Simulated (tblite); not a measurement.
Compound: C7H16P2.
Geometry (GFN2-xTB, Å), atoms numbered from 1 in this order:
```xyz
25
C7H16P2 angstrom
P      3.957    0.422    0.361
C      2.511   -0.730    0.176
P      0.888    0.022    0.712
C      0.448    0.806   -0.919
C     -0.801    1.680   -0.826
C     -1.864    1.111    0.112
C     -2.274   -0.335   -0.192
C     -1.614   -1.350    0.742
C     -0.117   -1.536    0.516
H      3.649    0.811    1.663
H      3.330    1.555   -0.161
H      2.469   -1.083   -0.860
H      2.720   -1.596    0.814
H      1.297    1.413   -1.247
H      0.311    0.006   -1.653
H     -1.223    1.808   -1.827
H     -0.524    2.670   -0.458
H     -1.483    1.163    1.137
H     -2.741    1.761    0.060
H     -2.042   -0.581   -1.230
H     -3.356   -0.432   -0.072
H     -2.101   -2.321    0.609
H     -1.785   -1.038    1.775
H      0.068   -1.952   -0.481
H      0.263   -2.249    1.255
```

Level: GFN2-xTB in tblite, geometry and Hessian alike; calculated harmonic values, unscaled, isolated species. Errors from tens to a few hundred cm⁻¹ against measured bands are possible. Modes of hydrogen on phosphorus can be 10 to 20 % off. One conformer, not necessarily the lowest.

Harmonic wavenumbers (cm⁻¹): 66.7, 89.0, 115.1, 154.8, 175.4, 198.8, 224.1, 259.3, 284.3, 316.8, 362.7, 473.5, 477.0, 619.2, 661.2, 689.8, 709.9, 745.2, 753.0, 801.7, 829.7, 861.4, 873.7, 879.1, 939.4, 950.5, 986.5, 1033.6, 1047.2, 1071.2, 1104.4, 1120.5, 1140.6, 1147.1, 1152.5, 1164.2, 1184.9, 1208.9, 1237.4, 1253.3, 1270.2, 1287.2, 1339.9, 1348.2, 1353.9, 1367.1, 1399.5, 1438.3, 1448.6, 1477.9, 1490.2, 1492.6, 1499.8, 2258.8, 2326.7, 2901.7, 2905.4, 2915.9, 2922.9, 2932.9, 2938.3, 2940.5, 2946.2, 2956.0, 2962.0, 2971.1, 2975.7, 2982.0, 2988.7.

A = 2300, B = 647.9, C = 547.2 MHz; mass 162.073 u (most abundant isotopes); point group C1, symmetry number 1.

Question: Zero-point energy?

Answer: Half the sum of the wavenumbers: 46701 cm⁻¹ = 133.52 kcal/mol.

Question: Give the ideal-gas entropy at 200 K and 1 bar in the rigid-rotor, harmonic-oscillator model (classical rotation).

Answer: Translation 39.20, rotation 29.17, vibration 19.56: S = 87.9 cal/(mol K).

Question: And Cp and H(200 K) − H(0)?

Answer: Cp = 31.34 cal/(mol K), of which vibrations give 23.39 (their classical limit is 69 R = 137.1); H(200 K) − H(0) = 3.86 kcal/mol without the zero-point energy, 2.27 from vibrations.

Question: Blend soft modes into free rotors: weight 1/[1 + (100 cm⁻¹/ν̃)⁴] for the oscillator and the rest for a rotor with moment μB/(μ + B), μ = h/(8π²ν), B = 10⁻⁴⁴ kg m². What vibrational entropy results?

Answer: 18.93 cal/(mol K) in place of 19.56, which changes −T·S at 200 K by +0.13 kcal/mol.

Question: Which modes carry the vibrational entropy at 200 K?

Answer: 66.7 cm⁻¹: 3.47; 89.0 cm⁻¹: 2.91; 115.1 cm⁻¹: 2.42; 154.8 cm⁻¹: 1.87; 175.4 cm⁻¹: 1.65; 198.8 cm⁻¹: 1.44 cal/(mol K); the other 63 give 5.81 together.

Question: How do the functions run with temperature in this model?

Answer: 
```
T (K)  S (cal/(mol K))  Cp (cal/(mol K))  H − H(0) (kcal/mol)  G − H(0) (kcal/mol)  ln q(vib)
  100             70.6              19.9                 1.30                -5.76       1.38
  300            103.1              44.6                 7.64               -23.28       7.03
  500            132.1              70.2                19.23               -46.83      13.06
  800            171.2              95.7                44.45               -92.48      22.22
 1000            193.8             106.8                64.76              -129.02      28.08
```

q(vib) and H(0) count from the zero-point level.

Hindered rotation and anharmonicity are outside this model. Other conformers, if any are populated, would add a mixing term that is left out. The structure is chiral; the term R ln 2 for an equal mix with its mirror image is left out.
